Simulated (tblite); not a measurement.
C5H7NO.
Atom-mapped SMILES: `[O:1]=[CH:2][N:3]1[CH2:4][CH:5]=[CH:6][CH2:7]1` (hydrogens: H8 on C2; H9, H10 on C4; H11 on C5; H12 on C6; H13, H14 on C7)

Computed with GFN2-xTB (tblite), gas phase: Langevin dynamics at 200 K from the optimised GFN2-xTB geometry, time step 0.5 fs, friction 0.01 fs⁻¹, 2000 steps.

Start geometry:
```
atom  x, y, z in Å
O1      2.353    1.527    0.610
C2      1.887    0.689   -0.127
N3      0.637    0.219   -0.060
C4      0.060   -0.785   -0.933
C5     -1.336   -0.917   -0.406
C6     -1.539   -0.109    0.621
C7     -0.315    0.685    0.937
H8      2.467    0.221   -0.947
H9      0.609   -1.734   -0.869
H10     0.070   -0.458   -1.981
H11    -2.038   -1.599   -0.848
H12    -2.444    0.002    1.189
H13    -0.475    1.765    0.843
H14     0.062    0.494    1.949
```

The statistics below take the 31 frames saved every 25 fs from 250 to 1000 fs; their kinetic temperature (all 3N coordinates) averages 199 K.

Task: Give the mean, spread and extremes of the bond lengths.

Result: 
```csv
bond,start (Å),mean (Å),standard deviation (Å),shortest (Å),longest (Å)
O1=C2,1.209,1.206,0.016,1.171,1.233
C2–N3,1.337,1.327,0.025,1.265,1.363
N3–C4,1.450,1.454,0.020,1.404,1.501
C4–C5,1.498,1.496,0.023,1.449,1.547
C5=C6,1.322,1.323,0.018,1.287,1.362
C6–C7,1.494,1.502,0.021,1.455,1.536
N3–C7,1.455,1.474,0.021,1.430,1.526
C2–H8,1.107,1.128,0.041,1.088,1.230
C4–H9,1.098,1.103,0.029,1.055,1.156
C4–H10,1.098,1.103,0.031,1.046,1.164
C5–H11,1.074,1.079,0.023,1.042,1.123
C6–H12,1.074,1.077,0.022,1.034,1.127
C7–H13,1.096,1.102,0.020,1.057,1.143
C7–H14,1.096,1.100,0.033,1.038,1.198
```

Task: Give the same statistics for bond angles, one of each kind among heavy atoms.

Result: 
```tsv
angle	start (°)	mean (°)	standard deviation (°)	smallest (°)	largest (°)
O1–C2–N3	124.9	126.0	2.7	121.0	132.1
C2–N3–C4	125.8	126.4	1.7	123.2	129.0
C2–N3–C7	122.3	121.6	2.1	115.8	126.2
C4–N3–C7	111.9	110.5	1.6	106.8	112.8
N3–C4–C5	102.7	103.3	1.7	100.0	107.4
C4–C5–C6	111.3	111.2	1.8	106.7	114.3
```

Task: How far does each atom move about its mean position (frames aligned on the start, all atoms weighted alike), and what rms force does it feel?

Result: 
| atom | rms displacement (Å) | rms force (eV/Å) |
| --- | --- | --- |
| O1 | 0.28 | 1.30 |
| C2 | 0.15 | 2.19 |
| N3 | 0.12 | 2.05 |
| C4 | 0.11 | 1.58 |
| C5 | 0.10 | 1.65 |
| C6 | 0.08 | 1.62 |
| C7 | 0.12 | 1.52 |
| H8 | 0.21 | 0.88 |
| H9 | 0.25 | 0.93 |
| H10 | 0.25 | 0.96 |
| H11 | 0.21 | 0.84 |
| H12 | 0.19 | 0.80 |
| H13 | 0.25 | 0.74 |
| H14 | 0.27 | 1.03 |

The displacements run from 0.08 to 0.28 Å, the largest at O1.

Task: Follow the torsion O1–C2–N3–C4 through every second one of these frames.

Result: 
```
t (fs)  O1–C2–N3–C4 (°)
   250             -167
   300             -166
   350             -166
   400             -166
   450              177
   500              177
   550              178
   600              166
   650              177
   700             -174
   750              178
   800              177
   850              177
   900              174
   950              174
  1000             -175
```

Largest departure from the start value over all these frames: O1–C2–N3–C4 19° (start 180°).

Task: How widely does the potential energy scatter, against a harmonic estimate?

Result: Mean 0.34 eV above the start, standard deviation 0.079 eV, range 0.18 to 0.49 eV. For 36 classical harmonic modes at 200 K the canonical values are 36kT/2 = 0.31 eV and kT·√(36/2) = 0.073 eV.

The run is classical and short, so these are rough statistics of one trajectory.

What follows is the cost of the whole dynamics run. Time: 7.2 s of wall time; peak memory 0.18 GiB. Hardware: Arm Neoverse V2, one thread, shared host with 32 logical CPUs at a one-minute load of 13.
